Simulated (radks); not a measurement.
Results of a calculation; reference values are marked as such.
Initial-state core-level shifts of the copper ion Cu2+ when its valence configuration changes from [Ar] 3d9. Level of theory: Dirac Kohn-Sham, PBE, spin-unpolarised, spherical densities, finite nucleus; open shells fill j = l - 1/2 first; Fermi nuclear charge, rms radius 3.8823 fm (a radial shooting solver on a logarithmic mesh with Libxc functionals). Shifts are changes of the shell-averaged eigenvalues in eV (positive: less bound); the change of the density at the nucleus, which sets a Mossbauer isomer shift, is in e/bohr^3, on a base of 2.219e+04.

| valence | 1s | 2s | 3s | 3p | density at nucleus |
|---|---|---|---|---|---|
| 3d8 4p1 | -9.494 | -10.347 | -9.242 | -9.033 | +2.782 |
| 3d8 4s1 | -8.007 | -8.922 | -7.755 | -7.553 | +16.803 |
| 3d7 4s2 | -17.240 | -19.267 | -16.355 | -15.922 | +38.008 |
| 3d8.5 4p0.5 | -4.602 | -4.998 | -4.520 | -4.420 | +1.262 |
| 3d7.5 4s1 4p0.5 | -13.215 | -14.635 | -12.697 | -12.379 | +19.571 |
| 3d8.5 4s0.5 | -3.842 | -4.275 | -3.759 | -3.662 | +7.878 |
| 3d7.5 4s1.5 | -12.478 | -13.925 | -11.962 | -11.647 | +26.829 |
| 3d6 4p3 | -31.678 | -34.917 | -29.665 | -28.957 | +11.364 |
| 3d6.5 4s2 4p0.5 | -22.991 | -25.626 | -21.616 | -21.056 | +42.409 |
